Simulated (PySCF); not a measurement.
# Basis-set dependence of NaCa at PBE0

PySCF, UKS reference; doublet, unpaired electrons σ ↑; De to Na + Ca without counterpoise correction.

```csv
basis,relativity,functions,Re (Å),ωe (cm⁻¹),De (eV),μ (D)
x2c-SVPall,spin-free X2C,39,3.704,110,0.29,-0.72
def2-SVPD,no relativity,45,3.692,112,0.31,-1.18
x2c-TZVPall,spin-free X2C,68,3.682,111,0.29,-0.95
```

Problem. How does each smaller set differ from the one with most functions, x2c-TZVPall?

Solution. x2c-SVPall: +2.2 pm, -0.9 % in ωe, +0.00 eV in De; def2-SVPD: +1.0 pm, +0.9 % in ωe, +0.02 eV in De. All at PBE0; the set with most functions is neither the basis-set limit nor always the best. The rows treat relativity differently, so the differences are not basis effects alone.

A positive dipole means Na(−)Ca(+). The bond is weak. Basis-set superposition, not corrected here, can be much of De in a small basis, most of all at correlated wavefunction levels. Functionals without a dispersion term scatter widely for such bonds, and LDA overbinds them. The state is the lowest determinant that a PBE0 search found; another state may lie lower at other levels.
